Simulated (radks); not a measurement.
Values are calculated unless marked as measured or tabulated.
Problem. All-electron atom: the promethium ion Pm3+ in [Xe] 4f4. Code: a radial shooting solver on a logarithmic mesh with Libxc functionals. Model: scalar-relativistic Kohn-Sham, PBE, spin-polarised, spherical densities, point nucleus; open shells are filled with parallel spins first (spin-orbit coupling, left out, can overturn this in heavy ions). Some entries of the table are withheld. Estimate them.

orbital  occ.  eigenvalue (hartree)  <r^2> (bohr^2)
1s down     1             -1655.728       0.0007316
1s up       1             -1655.728       0.0007316
2s up       1             -270.1454         0.01156
2s down     1             -270.1449         0.01156
2p up       3             -241.3513        0.009262
2p down     3             -241.3509        0.009262
3s up       1             -59.83907         0.07758
3s down     1             -59.79172         0.07749
3p up       3             -50.79942         0.07766
3p down     3             -50.75232         0.07756
3d up       5             -38.40908         0.06574
3d down     5             -38.37277         0.06561
4s up       1             -12.85957          0.3955
4s down     1             -12.73741          0.3953
4p up       3              -9.88868          0.4462
4p down     3              -9.76638          0.4461
4d up       5                   (1)             (2)
4d down     5                   (3)             (4)
5s up       1              -2.57423             (5)
5s down     1              -2.50602             (6)
5p up       3              -1.82380           2.901
5p down     3              -1.77249           2.980
4f up       4              -1.20650           1.102
4f down     0              -1.09756           1.183

Solution. 
(1) 4d up eigenvalue (hartree): -5.69164
(2) 4d up <r^2> (bohr^2): 0.5437
(3) 4d down eigenvalue (hartree): -5.56959
(4) 4d down <r^2> (bohr^2): 0.5446
(5) 5s up <r^2> (bohr^2): 2.196
(6) 5s down <r^2> (bohr^2): 2.243
